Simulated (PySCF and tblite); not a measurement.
The numbers below are computed, except where a source is named.
C5H15ClSi3, numbered as in [CH3:1][Si@H:2]1[CH2:3][Si@@H:4]([CH3:5])[CH2:6][Si@H:7]([Cl:8])[CH2:9]1.

Geometries GFN2-xTB; weights from PBE0-D3(BJ)/pcSseg-1 energies and GFN2-xTB thermal corrections, with symmetry numbers and mirror pairs. Conformers within 2.5 kcal/mol (GFN2-xTB free energy) were kept, 4 at most. Run with PySCF (density fitting) and tblite.

Rotational constants are equilibrium values for the commonest isotopes; dipoles come from the energy level named.

The 6-ring runs over atoms 2–3–4–6–7–9. Of a mirror pair one member is shown.

```tsv
conformer	shape	symmetry	weight %
1	6-ring chair (C1, C5 axial)	Cs	72.1
2	6-ring chair (Cl8 axial)	Cs	18.3
3	6-ring twist-boat (ring torsions 60, -27, -29, 60, -29, -31°)	C1 (pair)	6.2
4	6-ring twist-boat (ring torsions -31, 61, -28, -33, 62, -26°)	C1 (pair)	3.4
```

Sets of constants, in random order:

| set | A (MHz) | B (MHz) | C (MHz) | abs μa (D) | abs μb (D) | abs μc (D) |
| --- | --- | --- | --- | --- | --- | --- |
| P | 804 | 771 | 465 | 2.07 | 0.00 | 1.81 |
| Q | 1037 | 692 | 526 | 1.95 | 0.48 | 1.24 |
| R | 1078 | 596 | 463 | 2.16 | 0.00 | 0.09 |
| S | 931 | 672 | 458 | 2.35 | 0.20 | 0.83 |

Problem. Match each set to its conformer.

Solution. P is conformer 2, Q is conformer 3, R is conformer 1, S is conformer 4.

The cap on conformers cut off some of the population, so the set may be incomplete.


Conformer gaps in pcSseg-1 on xTB geometries can be 2 kcal/mol off for S=O, P=O and other polar bonds.